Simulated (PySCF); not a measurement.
# S⁺ (sulfur, charge +1) across methods

[Ne] 3s2 3p3, high-spin 4S determinant. Calculation: PySCF 2.14, in x2c-QZVPPall (9s6p4d2f1g, 70 functions); the spin-free X2C one-electron Hamiltonian (Gaussian nucleus). The B2PLYP total includes its PT2 part (frozen core); its orbital energies are those of the SCF part.

| method | E (hartree) | mean ε 3s α (eV) | mean ε 3s β (eV) | mean ε 3p α (eV) | Σ⟨r²⟩ (bohr²) | ⟨S²⟩ |
| --- | --- | --- | --- | --- | --- | --- |
| B3LYP | -398.8521 | -30.766 | -26.755 | -18.999 | 20.58 | 3.751 |
| r2SCAN | -398.8063 | -29.964 | -25.359 | -18.452 | 20.51 | 3.750 |
| PBE | -398.6648 | -28.817 | -25.377 | -17.907 | 20.59 | 3.750 |
| revPBE | -398.7697 | -28.824 | -25.280 | -17.899 | 20.57 | 3.750 |
| LDA | -397.4350 | -28.710 | -25.639 | -17.880 | 20.64 | 3.750 |
| UHF | -398.25892 | -38.567 | -29.188 | -23.454 | 20.69 | 3.751 |
| B2PLYP | -398.7169 | -33.954 | -27.913 | -20.790 | 20.61 | 3.751 |
| wB97M-V | -398.8051 | -33.641 | -29.604 | -21.463 | 20.75 | 3.750 |
| PBE0 | -398.6968 | -31.453 | -26.727 | -19.477 | 20.54 | 3.750 |
